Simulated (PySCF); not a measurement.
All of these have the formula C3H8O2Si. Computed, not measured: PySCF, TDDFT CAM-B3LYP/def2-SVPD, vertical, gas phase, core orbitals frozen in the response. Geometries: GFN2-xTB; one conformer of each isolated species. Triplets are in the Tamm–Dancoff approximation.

Problem. Rank by computed lowest triplet energy, lowest first.
A. `C(=O)(C)O[SiH2]C`
B. `CCOC(=O)[SiH3]`
C. `C(CC(=O)O)[SiH3]`
D. `C=C(C)[SiH](O)O`

Solution. D (4.29 eV), B (4.46 eV), A (5.35 eV), C (5.52 eV).

| SMILES | T1 (eV) | LUMO (eV) | S1 (eV) | gap (eV) | α (au) | f (S1) | S1 mainly |
| --- | --- | --- | --- | --- | --- | --- | --- |
| C=C(C)[SiH](O)O | 4.29 | 0.71 | 6.61 | 9.65 | 68.4 | 0.009 | H-1→L (54%) |
| CCOC(=O)[SiH3] | 4.46 | 0.57 | 5.12 | 9.75 | 71.2 | 0.003 | H→L (93%) |
| C[SiH2]OC(C)=O | 5.35 | 1.07 | 5.86 | 10.66 | 67.8 | 0.001 | H→L (56%) |
| O=C(O)CC[SiH3] | 5.52 | 0.80 | 6.00 | 10.41 | 70.2 | 0.000 | H→L+1 (36%) |

H and L stand for HOMO and LUMO.
